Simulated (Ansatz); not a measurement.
One geometry of Ge(vinyl)H3 (C₂H₆Ge), several levels of theory.

```yaml
crystal:
  periodic: [false, false, false]
  atoms:
    - {symbol: C, position_ang: [-0.381095, 0.122753, 0.653187]}
    - {symbol: C, position_ang: [0.536021, -0.460288, 1.418147]}
    - {symbol: Ge, position_ang: [-0.220208, 0.276876, -1.282686]}
    - {symbol: H, position_ang: [-1.271059, 0.534592, 1.122059]}
    - {symbol: H, position_ang: [1.442081, -0.891035, 1.004680]}
    - {symbol: H, position_ang: [0.422203, -0.535486, 2.494984]}
    - {symbol: H, position_ang: [1.120579, -0.342717, -1.715878]}
    - {symbol: H, position_ang: [-0.269171, 1.755827, -1.713075]}
    - {symbol: H, position_ang: [-1.379341, -0.460532, -1.981427]}
basis:
  gaussian: {orbitals: def2-TZVP, initial_orbitals: start.molden}
hamiltonian: {xc: r2scan, dispersion: d4}
scf: {omitted_lower_state_checks: [starts]}
output: {orbitals: {seedname: orbitals}}
```

The file start.molden holds the orbitals of an earlier run on this structure, at another level or in another basis.

```sh
$ ansatz run in.yaml --threads 2 --pin off --events-out ev --progress --plain --max-ram 4352MiB
```

Shortened log:

```
Functional definition: r2SCAN
982 factors; their error is unknown
mean field evaluation 1: about -58688.1498 eV, gradient 6.3e0 eV
mean field evaluation 2: about -58688.1831 eV, gradient 4.3e-2 eV
mean field evaluation 4: about -58688.1609 eV, gradient 1.9e-4 eV
mean field -58688.16091777 eV, -2156.7501334637 hartree, gradient 1.4e-5 eV, S^2 0.000000; 0 other end points of the search recorded, 0 dependent functions left out
reference -58688.16092913 eV, -2156.7501338812 hartree; 25, 25 occupied and 121, 121 virtual orbitals, 982 factors
Total energy: -58688.19596687 eV, -2156.7514214946 hartree
Checks for a lower state left out: starts
```

Hardware: 2 threads of Arm Neoverse V2 on a shared host. Wall time 3.9 s.

First input, but with `hamiltonian: {xc: pbe}`, `correlation: {method: rpa}` and without the key `output` (abridged; 3.3 s):

```
Functional definition: PBE
mean field -58678.02776541 eV, -2156.3777469830 hartree, gradient 2.6e-6 eV, S^2 0.000000
11 core orbitals not correlated: weight in the atoms' cores, before any rotation towards them, 1.000 or more for the frozen orbitals, at most 0.000 for the correlated occupied ones
Total energy: -58654.13354515 eV, -2155.4996505846 hartree
Checks for a lower state left out: starts
```

First input, but with `hamiltonian: {xc: {name: BLYP}, dispersion: d4}` (abridged; 1.8 s):

```
Functional definition: BLYP
mean field -58690.09171770 eV, -2156.8210890524 hartree, gradient 1.4e-5 eV, S^2 0.000000
Total energy: -58690.41946992 eV, -2156.8331337244 hartree
Checks for a lower state left out: starts
```

The first input with `gaussian: {orbitals: def2-SVP, initial_orbitals: start.molden}`, `hamiltonian: {xc: pbe, dispersion: d4}` (abridged; 1 s):

```
Functional definition: PBE
mean field -58668.48285587 eV, -2156.0269780274 hartree, gradient 1.5e-5 eV, S^2 0.000000
Total energy: -58668.63008924 eV, -2156.0323887537 hartree
Checks for a lower state left out: starts
```

The first input with `correlation: {method: ccsd_t}` and without the key `hamiltonian` (abridged; 26 s):

```
Functional definition: HF
mean field -58629.36291124 eV, -2154.5893465785 hartree, gradient 1.4e-6 eV, S^2 0.000000
11 core orbitals not correlated: weight in the atoms' cores, before any rotation towards them, 1.000 or more for the frozen orbitals, at most 0.000 for the correlated occupied ones
second order -15.64231326 eV of doubles, -0.00000000 eV of singles
cycle   1  -15.97450211 eV  change   -3.3e-1 eV  update   9.6e-2
cycle   2  -16.52655236 eV  change   -5.5e-1 eV  update   3.0e-2
cycle   3  -16.59623386 eV  change   -7.0e-2 eV  update   1.3e-2
cycle   4  -16.59379536 eV  change    2.4e-3 eV  update   3.6e-3
cycle   5  -16.59419473 eV  change   -4.0e-4 eV  update   1.1e-3
cycle   6  -16.59412252 eV  change    7.2e-5 eV  update   2.9e-4
cycle   7  -16.59415434 eV  change   -3.2e-5 eV  update   9.4e-5
cycle   8  -16.59418005 eV  change   -2.6e-5 eV  update   2.7e-5
perturbative correction -0.66193190 eV, -0.0243255487 hartree
Total energy: -58646.61902319 eV, -2155.2234969962 hartree
Checks for a lower state left out: starts
```

The first input with `hamiltonian: {xc: {name: LC-wPBE}}` (abridged; 2.1 s):

```
Functional definition: LC-wPBE
mean field -58680.99159724 eV, -2156.4866657939 hartree, gradient 1.5e-5 eV, S^2 0.000000
Total energy: -58680.99159725 eV, -2156.4866657942 hartree
Checks for a lower state left out: starts
```

As the first input, with `hamiltonian: {xc: pbe0, dispersion: d4}` (abridged; 2.4 s):

```
Functional definition: PBE0
mean field -58679.91602299 eV, -2156.4471391693 hartree, gradient 1.1e-5 eV, S^2 0.000000
Total energy: -58680.03938851 eV, -2156.4516727684 hartree
Checks for a lower state left out: starts
```

Geometry: B3LYP-D4/def2-TZVP.

LC-ωPBE has ω = 0.4 bohr⁻¹. Correlated methods freeze 11 core orbitals; core or outer-core shells of Ge are correlated, in sets that lack core-valence functions. Another isomer (singlet) lies 0.30 eV lower at PBE0-D4/def2-TZVP; other spin states weren't run for this one.
